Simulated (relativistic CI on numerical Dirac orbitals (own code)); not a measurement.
# Hyperfine structure of Bi XXXIX, mass number 209

Computed by Dirac-Coulomb-Breit CI, separate exchange-only KLI orbitals for each configuration, a model potential for QED, unscaled Slater integrals (own radial code, finite nucleus).

CI space (outside the closed core [Ar] 3d10): 4s²4p⁶4d⁹, 4s²4p⁶4d⁸4f, 4s²4p⁵4d¹⁰, 4s4p⁶4d¹⁰, 4s²4p⁵4d⁹4f, 4s4p⁶4d⁹4f, 4s²4p⁶4d⁸5s, 4s²4p⁶4d⁷4f5s, 4s²4p⁶4d⁸5p, 4s²4p⁶4d⁸5d, 4s²4p⁵4d⁹5s. Double excitations out of closed p, d and f shells are left out; levels of such configurations are missing from the list, as are those of other unlisted configurations, and high levels can miss mixing partners.

Nuclear spin I = 9/2, μ = 4.092 μN, Q = -0.516 b (tables of Stone and Pyykkö). The electronic factors are computed for point nuclear moments, without core polarisation or the Bohr-Weisskopf and QED corrections.

| Level | E (cm⁻¹) | A (MHz) | B (MHz) |
| --- | --- | --- | --- |
| 4s²4p⁶4d⁹ ²D5/2 | 0 | 14180 | 17000 |
| 4s²4p⁶4d⁹ ²D3/2 | 253944 | 36890 | 14900 |
| 4s²4p⁵4d¹⁰ ²P°3/2 | 1869580 | 49960 | 51500 |
| 4s²4p⁶4d⁸4f ⁴I°15/2 | 1983132 | 9346 | 7310 |

Levels with J = 0, under 50 % of one LS term, or S terms without an open s electron are left out. Small factors come from cancelling terms and can be off by tens of per cent or more.

At this charge energies of transitions that change n are usually good to better than 1 %, and those within a shell (Δn = 0) to a few per cent.

Problem. Give the hyperfine levels of 4s²4p⁶4d⁹ ²D5/2 relative to its centre of gravity.

Solution. With K = F(F + 1) − I(I + 1) − J(J + 1), E = AK/2 + B[¾K(K + 1) − I(I + 1)J(J + 1)]/[2I(2I − 1)J(2J − 1)]: F = 2: -187100, F = 3: -149700, F = 4: -97840, F = 5: -29780, F = 6: 56570, F = 7: 163800 MHz.

LS names give the leading component of a level, which can be under half, so a name can repeat, a term be missing and a line seem to break the LS rules.
